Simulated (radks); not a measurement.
The antimony anion Sb3-, [Xe], held by a Watson sphere: a shell of charge +3 at radius R that stands for the Madelung well of a crystal (potential energy -3/R inside, -3/r outside, in hartree with lengths in bohr). Method: scalar-relativistic Kohn-Sham, LDA (Slater exchange, Perdew-Wang correlation), spin-polarised, spherical densities, point nucleus; computed with a radial shooting solver on a logarithmic mesh with Libxc functionals. Response by self-consistent Sternheimer equations with the Hartree and adiabatic LDA kernel, the relativistic mass of each level held fixed and spin-orbit coupling left out. The sphere does not respond.

[
 {"R (bohr)": "2.96", "e(4d) (eV)": "-32.132", "e(5s) (eV)": "-13.882", "e(5p) (eV)": "-6.483", "<r> 5p (bohr)": "2.935", "sum of <r^2> (bohr^2)": "92.78", "X-ray form factor at sin(theta)/lambda = 0.2 1/angstrom": "40.807", "alpha (bohr^3)": "63.56"},
 {"R (bohr)": "3.09", "e(4d) (eV)": "-31.898", "e(5s) (eV)": "-13.548", "e(5p) (eV)": "-6.273", "<r> 5p (bohr)": "2.987", "sum of <r^2> (bohr^2)": "95.14", "X-ray form factor at sin(theta)/lambda = 0.2 1/angstrom": "40.781", "alpha (bohr^3)": "68.83"},
 {"R (bohr)": "3.43", "e(4d) (eV)": "-31.419", "e(5s) (eV)": "-12.763", "e(5p) (eV)": "-5.733", "<r> 5p (bohr)": "3.121", "sum of <r^2> (bohr^2)": "101.5", "X-ray form factor at sin(theta)/lambda = 0.2 1/angstrom": "40.744", "alpha (bohr^3)": "85.00"},
 {"R (bohr)": "4.37", "e(4d) (eV)": "-30.595", "e(5s) (eV)": "-11.184", "e(5p) (eV)": "-4.425", "<r> 5p (bohr)": "3.480", "sum of <r^2> (bohr^2)": "119.8", "X-ray form factor at sin(theta)/lambda = 0.2 1/angstrom": "40.770", "alpha (bohr^3)": "152.3"},
 {"R (bohr)": "5.13", "e(4d) (eV)": "-30.171", "e(5s) (eV)": "-10.382", "e(5p) (eV)": "-3.611", "<r> 5p (bohr)": "3.756", "sum of <r^2> (bohr^2)": "135.7", "X-ray form factor at sin(theta)/lambda = 0.2 1/angstrom": "40.830", "alpha (bohr^3)": "239.9"}
]
